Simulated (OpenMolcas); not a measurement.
## Fe3+ in a point-charge field

Fe3+ among 4 point charges of -2 e arranged as a tetrahedron (Td), 2.04 Å from the ion.
```
   1.1778    1.1778    1.1778  -2.00
   1.1778   -1.1778   -1.1778  -2.00
  -1.1778    1.1778   -1.1778  -2.00
  -1.1778   -1.1778    1.1778  -2.00
```

* Program: OpenMolcas
* Method: CASSCF
* Basis: ANO-RCC-VTZP [6s5p3d2f1g]
* Scalar Hamiltonian: DKH2, point nucleus
* Active space: 5 electrons in 5 orbitals (3d)
* State averaging: 2S+1 = 6 even, 1 root; 2S+1 = 4 even, 24 roots; 2S+1 = 2 even, 75 roots
* Spin-orbit coupling: RASSI with atomic mean-field integrals over the reference wave functions

The lowest spin-free states (labels of Td), above the lowest:

```csv
State,Degeneracy,E (cm-1),Free-ion L (%)
6A1,1,0.0,S (100)
4T1,3,37007,G (97)
4A1,1,37154,G (100)
4E,2,37199,G (100)
4T2,3,37203,G (100)
4T1,3,43104,P (97)
4E,2,46185,D (100)
4T2,3,46191,D (100)
2T2,3,52755,I (98)
2T1,3,52830,I (99)
2A2,1,52846,I (99)
2A1,1,52917,I (100)
2T2,3,52926,I (99)
2E,2,52962,I (100)
2T2,3,59486,D (76)
2E,2,60085,D (98)
2T1,3,61171,F (99)
2A2,1,61305,F (99)
2T2,3,61679,F (75)
4A2,1,62116,F (100)
```

The lowest levels with spin-orbit coupling:

```json
{"E (cm-1)": "0.0", "Degeneracy": "6", "Label": "", "2S+1": "6", "g": ""}
{"E (cm-1)": "36986", "Degeneracy": "4", "Label": "Γ8", "2S+1": "4", "g": ""}
{"E (cm-1)": "36994", "Degeneracy": "2", "Label": "Γ6", "2S+1": "4", "g": "2.77 2.77 2.77"}
{"E (cm-1)": "37010", "Degeneracy": "2", "Label": "Γ7", "2S+1": "4", "g": "2.41 2.41 2.41"}
{"E (cm-1)": "37019", "Degeneracy": "4", "Label": "Γ8", "2S+1": "4", "g": ""}
{"E (cm-1)": "37152", "Degeneracy": "4", "Label": "Γ8", "2S+1": "4", "g": ""}
{"E (cm-1)": "37185", "Degeneracy": "2", "Label": "Γ6", "2S+1": "4", "g": "1.36 1.36 1.36"}
{"E (cm-1)": "37186", "Degeneracy": "2", "Label": "Γ7", "2S+1": "4", "g": "2.59 2.59 2.59"}
{"E (cm-1)": "37187", "Degeneracy": "4", "Label": "Γ8", "2S+1": "4", "g": ""}
{"E (cm-1)": "37197", "Degeneracy": "4", "Label": "Γ8", "2S+1": "4", "g": ""}
{"E (cm-1)": "37209", "Degeneracy": "2", "Label": "Γ6", "2S+1": "4", "g": "4.08 4.08 4.08"}
{"E (cm-1)": "37214", "Degeneracy": "2", "Label": "Γ7", "2S+1": "4", "g": "2.32 2.32 2.32"}
{"E (cm-1)": "37223", "Degeneracy": "4", "Label": "Γ8", "2S+1": "4", "g": ""}
{"E (cm-1)": "42917", "Degeneracy": "2", "Label": "Γ7", "2S+1": "4", "g": "2.64 2.64 2.64"}
{"E (cm-1)": "42920", "Degeneracy": "4", "Label": "Γ8", "2S+1": "4", "g": ""}
{"E (cm-1)": "42989", "Degeneracy": "4", "Label": "Γ8", "2S+1": "4", "g": ""}
{"E (cm-1)": "43075", "Degeneracy": "2", "Label": "Γ6", "2S+1": "4", "g": "2.64 2.64 2.64"}
{"E (cm-1)": "46124", "Degeneracy": "2", "Label": "Γ7", "2S+1": "4", "g": "4.40 4.40 4.40"}
{"E (cm-1)": "46177", "Degeneracy": "4", "Label": "Γ8", "2S+1": "4", "g": ""}
{"E (cm-1)": "46199", "Degeneracy": "2", "Label": "Γ6", "2S+1": "4", "g": "2.76 2.76 2.76"}
```

Powder χT (cm3 K/mol): 4.39 at 2 K, 4.39 at 10 K, 4.39 at 50 K, 4.39 at 100 K, 4.39 at 200 K, 4.39 at 300 K. The effective moment at 300 K is 2.828 √(χT) = 5.92 μB.

The lowest level has 2S+1 = 6, for which the spin-only value is χT = S(S+1) / 2 = 4.375 cm3 K/mol (g = 2). The computed 4.386 at 300 K differs by +0.011, little more than the free-electron g of 2.0023 accounts for.

Without dynamic correlation the repulsion within the d shell is too large (B by tens of per cent), so at a given field states of lower spin stand too high. This is an electrostatic model: the charges have no orbitals. A group larger than the point group allows holds several states that coincide in this model. No measured value stands beside these numbers.
